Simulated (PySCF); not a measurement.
C₂H₂F₃, SMILES FC[C](F)F (connectivity only; charge and spin as stated), charge +1, multiplicity 1. Atoms are numbered in the order given.

```xyz
7

F     -0.1930     1.7978     0.0000
C      0.7011     0.8079     0.0000
C      0.0068    -0.5066     0.0000
F     -1.2288    -0.6050     0.0000
F      0.6470    -1.5753     0.0000
H      1.3628     0.8172     0.8946
H      1.3628     0.8172    -0.8946
```
Charge +1, spin multiplicity 1.

Geometry: ωB97X-D3(BJ)/def2-SVP. The multiplicity is an assumed one; other spin states were not compared. The isomer is the one that the SMILES or the coordinates give; other isomers of the formula were not compared. The values are those of a single conformer.

Calculation: PBE/def2-TZVP run with PySCF.

Atomic charges (e):

```
atom  Löwdin    IAO
----  ------  -----
F1      0.25  -0.22
C2     -0.30  -0.01
C3     -0.34   0.80
F4      0.50  -0.03
F5      0.48  -0.05
H6      0.20   0.25
H7      0.20   0.25
```

Problem. Give the Mayer and Wiberg (Löwdin basis) orders of the bonds. (An estimate is asked for; the answer gives what the named calculation found.)

Solution. 
| bond | Mayer | Wiberg |
|---|---|---|
| F1–C2 | 1.17 | 1.84 |
| C2–C3 | 1.06 | 1.30 |
| C3–F4 | 1.45 | 2.18 |
| C3–F5 | 1.42 | 2.15 |
| C2–H6 | 0.87 | 0.80 |
| C2–H7 | 0.87 | 0.80 |
